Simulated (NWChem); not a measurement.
Molecule: SrH2SO; SMILES [Sr]([SH])[OH]

```xyz
5

Sr     0.4353    -0.2598    -0.9656
O      0.7808    -2.1301     0.0001
H      0.8910    -2.9020     0.5567
S     -0.4385     2.2788    -0.2986
H     -0.6386     2.0402     1.0172
```
Atoms are numbered in this order, from 1.

Level: PBE0/def2-SVP with def2 effective core potentials on Sr (NWChem), optimised geometry, unscaled harmonic frequencies. def2 effective core potentials on Sr; no spin-orbit coupling.

| frequency (cm⁻¹) | IR intensity (km/mol) |
|---|---|
| 44 | 20.0 |
| 107 | 26.3 |
| 276 | 33.5 |
| 296 | 13.4 |
| 426 | 184.8 |
| 434 | 176.1 |
| 563 | 134.9 |
| 2704 | 8.7 |
| 3986 | 68.8 |

```json
{
  "zero_point_energy": "12.6 kcal/mol",
  "thermal correction to the enthalpy at 298.15 K (with zero-point energy)": "17.0 kcal/mol",
  "heat capacity Cv": "17.2 cal/(mol K)",
  "entropy at 298.15 K and 1 atm (symmetry number 1)": "80.3 cal/(mol K)"
}
```

Rigid rotor and harmonic oscillator; modes under 100 cm⁻¹ make the entropy uncertain.
